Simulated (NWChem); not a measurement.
SiH$_{3}$SeOCl; SMILES [SiH3]O[Se]Cl

```xyz
7

Se     0.7262    -0.5649     0.1601
Cl    -1.2157    -1.5610     0.0420
O      0.3897     0.9652    -0.6911
Si    -0.4169     2.2393     0.0897
H     -1.8060     1.8296     0.4389
H     -0.4239     3.3515    -0.8976
H      0.3233     2.6293     1.3250
```
Atoms are numbered in this order, from 1.

Level: PBE0/def2-SVP (NWChem), optimised geometry, unscaled harmonic frequencies. This build's default masses of Se (78.918 u) and Br (79.917 u) are each other's, which moves their modes by up to 0.6 %.

### Question
List the harmonic frequencies with IR intensities, and the thermochemistry.

### Answer
```json
[
 {"frequency (cm⁻¹)": "39", "IR intensity (km/mol)": "0.3"},
 {"frequency (cm⁻¹)": "84", "IR intensity (km/mol)": "1.5"},
 {"frequency (cm⁻¹)": "157", "IR intensity (km/mol)": "0.9"},
 {"frequency (cm⁻¹)": "227", "IR intensity (km/mol)": "4.2"},
 {"frequency (cm⁻¹)": "404", "IR intensity (km/mol)": "38.4"},
 {"frequency (cm⁻¹)": "563", "IR intensity (km/mol)": "9.7"},
 {"frequency (cm⁻¹)": "703", "IR intensity (km/mol)": "43.9"},
 {"frequency (cm⁻¹)": "723", "IR intensity (km/mol)": "56.1"},
 {"frequency (cm⁻¹)": "879", "IR intensity (km/mol)": "416.1"},
 {"frequency (cm⁻¹)": "932", "IR intensity (km/mol)": "73.0"},
 {"frequency (cm⁻¹)": "945", "IR intensity (km/mol)": "97.4"},
 {"frequency (cm⁻¹)": "971", "IR intensity (km/mol)": "133.2"},
 {"frequency (cm⁻¹)": "2248", "IR intensity (km/mol)": "80.8"},
 {"frequency (cm⁻¹)": "2262", "IR intensity (km/mol)": "78.3"},
 {"frequency (cm⁻¹)": "2278", "IR intensity (km/mol)": "106.7"}
]
```

```yaml
zero_point_energy: 19.2 kcal/mol
thermal correction to the enthalpy at 298.15 K (with zero-point energy): 23.8 kcal/mol
heat capacity Cv: 19.6 cal/(mol K)
entropy at 298.15 K and 1 atm (symmetry number 1): 85.1 cal/(mol K)
dipole_moment: 1.49 D
```

Rigid rotor and harmonic oscillator; modes under 100 cm⁻¹ make the entropy uncertain.
